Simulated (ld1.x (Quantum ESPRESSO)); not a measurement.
**promethium: excitation energies, all-electron against TM**

- Element: promethium (Pm)
- Generator: ld1.x (Quantum ESPRESSO) 7.5
- Type: norm-conserving Troullier–Martins (Kleinman–Bylander form)
- Functional: BLYP
- Relativity: scalar-relativistic
- Frozen core: [Kr] 4d10
- Valence charge: 15
- Reference configuration: 4f5 5s2 5p6 5d0 6s1 6p0 (charge +1)
- Partial waves: 5s (bound): rc 1.85 bohr; 5p (bound): rc 2.20 bohr; 5d (bound, empty): rc 0.85 bohr; 4f (bound): rc 1.35 bohr
- Local potential: all-electron potential smoothed inside 1.20 bohr (lloc = -1)
- Core correction: none

Occupied shells without a wave of their own: 6s. They enter only through the test configuration that unscreens the potential.

Energies are relative to the spin-unpolarised reference configuration 4f5 5s2 5p6 5d0 6s1 6p0; without spin polarisation the order of configurations can differ from experiment. Not all tests gave a result: 4 of 7 tests not solved or not reliable. Left out of the table: 4f5 5s2 5p6 5d0 6s2 6p0 (an occupied level unbound or not found, printed error -7.3 eV); 4f5 5s2 5p6 5d0 6s1.5 6p0 (an occupied level unbound or not found, printed error -3.2 eV); 4f5 5s2 5p6 5d0.5 6s1.5 6p0 (an occupied level unbound or not found, printed error -7.9 eV); 4f6 5s2 5p6 5d0 6s0 6p0 (pseudo-atom not self-consistent, printed error +8.6 eV).

| valence configuration | charge | ΔE all-electron (eV) | error AE − PS (meV) |
| --- | --- | --- | --- |
| 4f5 5s2 5p6 5d0 6s0 6p0 | +2 | 11.054 | +2714 |
| 4f4 5s2 5p6 5d0 6s0 6p0 | +3 | 34.090 | +10332 |
| 4f5 5s2 5p6 5d1 6s0 6p0 | +1 | 1.352 | -2907 |

Levels in the configuration 4f4 5s2 5p6 5d0 6s0 6p0:

```tsv
level	all-electron (eV)	pseudo (eV)
4f	-31.474	-23.309
5s	-69.082	-61.426
5p	-48.833	-41.336
```

These tests converged, but a pseudo level misses the all-electron one widely, so the file describes the atom poorly there or has found another state: 4f5 5s2 5p6 5d0 6s0 6p0: 5s by 7.2 eV; 4f4 5s2 5p6 5d0 6s0 6p0: 4f by 8.2 eV (a node warning on the way); 4f5 5s2 5p6 5d1 6s0 6p0: 5p by 5.8 eV. ld1.x printed “convergence not achieved” for 3 of the counted tests; their residual had stalled under 1e-8, short of the target of 1e-14. The 6s level has no wave, so the channel is fitted at the deeper level alone: the likely source of the large errors.

A Bessel basis up to 400 Ry misses an occupied level by 0.04 Ry, so cutoffs and ghosts were not judged. The 5d radius (0.85 bohr) lies inside the outermost node of the all-electron wave (0.86 bohr), which a nodeless pseudo-wave cannot match soundly.
